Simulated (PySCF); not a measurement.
Cartesian coordinates in Å; atom numbers follow the order of the lines, from 1:
```xyz
20

C    -0.666    2.267   -1.140
N    -0.013    1.338   -0.581
C    -0.503    0.119   -0.184
C    -1.807   -0.352   -0.340
C    -2.150   -1.609    0.107
C    -1.191   -2.414    0.718
C     0.100   -1.968    0.882
C     0.474   -0.694    0.435
N     1.716   -0.197    0.562
Si    2.206    1.383   -0.015
H    -0.133    3.170   -1.394
H    -1.725    2.222   -1.381
H    -2.551    0.270   -0.815
H    -3.159   -1.972   -0.017
H    -1.465   -3.400    1.063
H     0.842   -2.596    1.357
H     2.384   -0.805    1.003
H     2.307    1.477   -1.470
H     1.701    2.494    0.790
H     3.628    1.278    0.417
```

- GFN2-xTB geometry
- shielding tensors at PBE0/pcSseg-1 (GIAO)
- code: PySCF 2.14.0 with density-fitted response routines
- one conformer, non-relativistic Hamiltonian, no solvent model, rapidly exchanging positions averaged

Task: List the cross peaks expected in HSQC, COSY and HMBC spectra.

Result: 

HSQC (one-bond C–H):
```csv
δH,δC
7.79 (H12),139.0 (C1)
7.51 (H13),119.9 (C4)
7.35 (H15),139.0 (C6)
7.00 (H11),139.0 (C1)
6.75 (H16),120.5 (C7)
6.70 (H14),119.8 (C5)
```

COSY cross peaks (H two or three bonds apart, from the bond graph; peaks can be absent where the dihedral angle is near 90°):
```csv
δH,δH
7.79 (H12),7.00 (H11)
7.51 (H13),6.70 (H14)
7.35 (H15),6.75 (H16)
7.35 (H15),6.70 (H14)
```

HMBC (two and three bonds, from the bond graph):
```csv
δH,δC
7.79 (H12),132.9 (C3)
7.51 (H13),"153.2 (C8), 139.0 (C6), 132.9 (C3), 119.8 (C5)"
7.35 (H15),"153.2 (C8), 120.5 (C7), 119.9 (C4), 119.8 (C5)"
7.00 (H11),132.9 (C3)
6.75 (H16),"153.2 (C8), 139.0 (C6), 132.9 (C3), 119.8 (C5)"
6.70 (H14),"139.0 (C6), 132.9 (C3), 120.5 (C7), 119.9 (C4)"
5.11 (H18/H19/H20),153.2 (C8)
```

δ = σ(ref) − σ, references computed at the same level: ¹H (σref 31.72), ¹³C (σref 186.93) vs TMS.

Short H···H contacts in this conformer between protons four or more bonds apart (candidates for NOE cross peaks, intensity ∝ r⁻⁶): H12···H13 2.19 Å.

The OH or NH signal is concentration- and solvent-dependent in practice; the value given is the gas-phase one. Shifts are as computed. Against solution values, carbons near 30 ppm lie about +3 ppm off and those near 130 ppm about +5 ppm. Of 1211 compounds with measured shifts, 218 miss one by over three times the rms of a fit or turn the order of signals round; such compounds aren't used in these exercises.
